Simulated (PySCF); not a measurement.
Diatomic cations of Br with the alkali metals

CCSD(T) with double-zeta basis sets in PySCF, for the lowest determinant that a PBE0 search found; no spin–orbit coupling. De refers to high-spin ground-configuration atoms (the charge goes to the atom of lower measured ionisation energy or higher electron affinity, which is not always the lowest computed limit).

```json
{"M": "Li", "basis": "jorge-DZP-DKH", "reference, frozen orbitals": "UHF, 9", "charged atom": "Li+", "state (unpaired electrons)": "doublet (π ↑)", "Re (Å)": "2.665", "ωe (cm⁻¹)": "292", "De (eV)": "0.67"}
{"M": "Na", "basis": "def2-SVP", "reference, frozen orbitals": "UHF, 10", "charged atom": "Na+", "state (unpaired electrons)": "doublet (π ↑)", "Re (Å)": "3.007", "ωe (cm⁻¹)": "132", "De (eV)": "0.40"}
{"M": "K", "basis": "x2c-SVPall", "reference, frozen orbitals": "UHF, 14", "charged atom": "K+", "state (unpaired electrons)": "doublet (π ↑)", "Re (Å)": "3.474", "ωe (cm⁻¹)": "83.9", "De (eV)": "0.28"}
{"M": "Cs", "basis": "def2-SVP", "reference, frozen orbitals": "UHF, 9", "charged atom": "Cs+", "state (unpaired electrons)": "doublet (π ↑)", "Re (Å)": "3.842", "ωe (cm⁻¹)": "54.5", "De (eV)": "0.21"}
```

The shortest bond is that of LiBr⁺ (2.665 Å), the longest that of CsBr⁺ (3.842 Å).

The rows differ in basis set, which adds steps of its own.

Down a group the atoms grow and get heavier, so bonds lengthen and wavenumbers fall; this series shows no clear exception.

Correlated steps freeze the inner cores (9 to 14 orbitals); shallow outer-core shells are correlated. Weak bonds: CsBr⁺, KBr⁺, NaBr⁺. Basis-set superposition, not corrected here, can be much of De in a small basis, most of all at correlated wavefunction levels. Spin–orbit coupling is left out, which matters for elements this heavy, above all for dissociation energies. For an ion De counts to the pair picked by the measured ionisation energies or electron affinities, which need not be the lowest pair at this level. States were picked by a PBE0 search and need not be the measured ground states.
